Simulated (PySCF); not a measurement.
# Bond length, frequency and bond energy of BiH by level of theory

State: ³Σ⁻ (triplet), unpaired electrons π ↑↑. Set-up: PySCF, scalar-relativistic core potentials, basis sets Bi def2-SVPD with ECP60, H def2-SVPD. De refers to Bi + H in their high-spin ground configurations, without counterpoise correction. The functionals are run spin-unrestricted. A positive dipole means Bi(−)H(+).

| Level | Re (Å) | ωe (cm⁻¹) | De (eV) | μ (D) |
| --- | --- | --- | --- | --- |
| UHF | 1.792 | 1846 | 1.25 | -0.65 |
| UHF-MP2 | 1.788 | 1840 | 1.95 | n/a |
| UHF-SCS-MP2 | 1.793 | 1835 | 2.04 | n/a |
| UHF-CCSD | 1.804 | 1752 | 2.12 | n/a |
| UHF-CCSD(T) | 1.807 | 1740 | 2.15 | n/a |
| PBE | 1.823 | 1731 | 2.43 | -0.75 |
| r²SCAN | 1.807 | 1785 | 2.37 | -0.69 |
| PBE0 | 1.803 | 1802 | 2.33 | -0.69 |
| r²SCAN0 | 1.794 | 1830 | 2.31 | -0.65 |
| HSE06 | 1.806 | 1794 | 2.36 | -0.70 |
| BHandHLYP | 1.793 | 1840 | 2.37 | -0.70 |
| B2PLYP | 1.802 | 1796 | 2.34 | -0.72 |

The bond length runs from 1.788 Å (UHF-MP2) to 1.823 Å (PBE). De spans 1.25 eV (UHF, mean field) to 2.43 eV (PBE, GGA). Correlation at CCSD(T) changes the Hartree–Fock bond energy by +0.90 eV; the triples alone change it by +0.03 eV.

Correlated steps freeze 4 core orbitals. Correlated levels converge slowly with the basis: in double zeta they bind strong bonds too weakly, by up to about 1 eV, and carry superposition errors of some tenths. These are scalar-relativistic numbers at best; spin–orbit coupling would shift them, the dissociation energy most. B2PLYP dipoles, levels and charges come from its SCF part alone. The state is the lowest determinant that a PBE0 search found; another state may lie lower at other levels.

The whole job (state search and all levels along the bond) took about 2.1 min on 1 thread of Arm Neoverse N1 (shared host), peak memory 0.46 GiB.
